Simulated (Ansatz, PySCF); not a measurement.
Molecule: CH3Mg, net charge 1, singlet state. It need not be the lowest isomer of its formula. 
Coordinates optimised at B3LYP-D3(BJ)/def2-TZVP (Ansatz, an electronic-structure program):
```xyz
5

Mg    -0.6598    -0.3921    -0.5360
C      0.8075     0.4799     0.6560
H      1.2964    -0.3340     1.1867
H      0.2920     1.1615     1.3290
H      1.4842     0.9987    -0.0193
```
Charge +1, spin multiplicity 1.

Quantity: vertical ionisation energy (to the doublet state of charge +2; each state is the SCF solution reached for its spin; the molecule has degenerate orbitals, so one determinant may break the symmetry; for the singlet the Hartree-Fock reference is unstable and T1 is 0.011), in eV. Cores are frozen in the correlated levels unless marked. UHF or UKS for open shells. Spin-orbit coupling is left out. No relativistic terms. CBS(X,Y): correlation extrapolated as X^-3; Hartree-Fock from the larger set.

| level | program | vertical ionisation energy (eV) |
|---|---|---|
| HF/def2-SVPD | Ansatz | 13.71 |
| HF/def2-TZVPPD | Ansatz | 13.66 |
| r2SCAN/def2-TZVPD | Ansatz | 14.97 |
| B3LYP/def2-TZVPD | Ansatz | 15.44 |
| BHLYP/def2-TZVPD | Ansatz | 15.07 |
| M06-2X/def2-TZVPD | PySCF | 15.29 |
| CCSD/def2-TZVPPD | Ansatz | 14.90 |
| CCSD(T)/def2-TZVPPD | Ansatz | 15.00 |
| CCSD(T)/CBS(def2-TZVPPD,def2-QZVPPD) | Ansatz | 15.06 |

For comparison, minus the highest occupied orbital energy (PySCF): 12.19 eV at BP86/def2-TZVPD, 12.91 eV at B3LYP/def2-TZVPD, 13.07 eV at PW6B95/def2-TZVPD.
